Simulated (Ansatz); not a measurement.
`C[O][GeH2][Br]` → `[GeH3][Br]` + `C=O`  (β-hydride elimination)

Isolated molecules relaxed with PBE0-D4/def2-TZVP in Ansatz; ΔE leaves out vibrations. CBS: MP2 limit from def2 TZ/QZ plus the TZ coupled-cluster correction, frozen cores. This one scheme is used for every species. DFT in def2-TZVPP. HSE06 is defined as in plane-wave codes. For Br, Ge outer-core shells are correlated without core-valence functions, which leaves a few kJ/mol of doubt a bond. Scalar relativity is left out up to krypton. One conformer a species, not always the lowest.

`C[O][GeH2][Br]`:

Z-matrix (Å, degrees):
```
C
O 1 1.410
H 1 1.098 2 112.2
H 1 1.098 2 112.2 3 122.4
H 1 1.092 2 107.7 3 -118.8
Ge 2 1.770 1 117.4 3 -61.0
Br 6 2.287 2 104.8 1 179.4
H 6 1.537 2 110.1 1 -63.5
H 6 1.537 2 110.1 1 62.3
```

`[GeH3][Br]`:

Z-matrix (Å, degrees):
```
Ge
Br 1 2.309
H 1 1.532 2 107.2
H 1 1.532 2 107.2 3 -120.0
H 1 1.532 2 107.2 3 120.0
```

`C=O`:

Cartesian coordinates in Å:
```
C -0.003 -0.003 -0.002
O 0.731 0.844 0.414
H -1.006 -0.180 0.437
H 0.278 -0.660 -0.850
```

| level | ΔE (kJ/mol) | difference from CCSD(T)/CBS |
| --- | --- | --- |
| PBE-D4 | 126.6 | -6.0 |
| B97M-V | 128.7 | -3.9 |
| HSE06-D4 | 137.3 | 4.7 |
| BHLYP-D4 | 135.9 | 3.3 |
| ωB97X-V | 134.4 | 1.8 |
| B2PLYP | 121.6 | -11.0 |
| revPBE | 99.6 | -33.0 |
| RPA@PBE/def2-TZVPP | 115.9 | -16.7 |
| HF/def2-SVP | 103.8 | -28.8 |
| HF/def2-TZVPP | 108.2 | -24.4 |
| CCSD(T)/CBS | 132.6 | 0 |

(1) What do rigid-rotor, harmonic-oscillator terms from PBE0-D4/def2-TZVP frequencies (298.15 K, 1 bar) make of the CCSD(T)/CBS value? (Estimate.)

Largest T1 diagnostic among the species: 0.015.

## Answers

(1) The calculation gave: ΔZPE = -20.3 kJ/mol, ΔH = +114.6 kJ/mol, ΔS = 129 J/(mol·K), ΔG = +76.1 kJ/mol. Modes under 50 cm⁻¹ make the entropy rough.

From PBE to PBE0 (25 % exact exchange), in def2-TZVPP and without D4, ΔE moves by +11.6 kJ/mol. The D4 term adds +12.0 kJ/mol with B3LYP and +6.5 kJ/mol with PBE0; it sums over pairs of atoms, weighted by their polarisabilities, and B3LYP, whose exchange is more repulsive, gets the larger term.

CCSD(T)/CBS has its own doubt, a few kJ/mol and more with outer-core shells, so smaller differences from it don't rank the levels.

B3LYP here is the variant with VWN-RPA as its local correlation; programs differ in this.
